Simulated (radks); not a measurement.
Initial-state core-level shifts of neutral scandium when its valence configuration changes from [Ar] 3d1 4s2. All-electron calculation, non-relativistic Kohn-Sham, PBEsol, spin-polarised, spherical densities, point nucleus; open shells are filled with parallel spins first. Program: a radial shooting solver on a logarithmic mesh with Libxc functionals. Shifts are changes of the shell-averaged eigenvalues in eV (positive: less bound); the change of the density at the nucleus, which sets a Mossbauer isomer shift, is in e/bohr^3, on a base of 6175.

| valence | 1s | 2s | 2p | 3s | density at nucleus |
|---|---|---|---|---|---|
| 3d0.5 4s2 4p0.5 | -3.000 | -3.424 | -3.384 | -2.959 | +1.2105 |
| 3d1.5 4s1.5 | +1.834 | +2.154 | +2.123 | +1.883 | -1.7405 |
| 3d1.5 4s1 4p0.5 | +1.359 | +1.681 | +1.652 | +1.408 | -2.6414 |
| 3d1 4p2 | -2.227 | -2.194 | -2.192 | -2.205 | -4.6192 |
| 4s2 4p1 | -6.378 | -7.325 | -7.237 | -6.182 | +2.6651 |
| 3d1 4s1 4p1 | -1.041 | -1.044 | -1.042 | -1.034 | -2.0586 |
| 3d2 4s1 | +3.198 | +3.744 | +3.691 | +3.332 | -3.0229 |
| 3d0.5 4s1 4p1.5 | -3.917 | -4.353 | -4.308 | -3.873 | -1.2615 |
| 3d2.5 4s0.5 | +4.006 | +4.752 | +4.680 | +4.242 | -4.2935 |
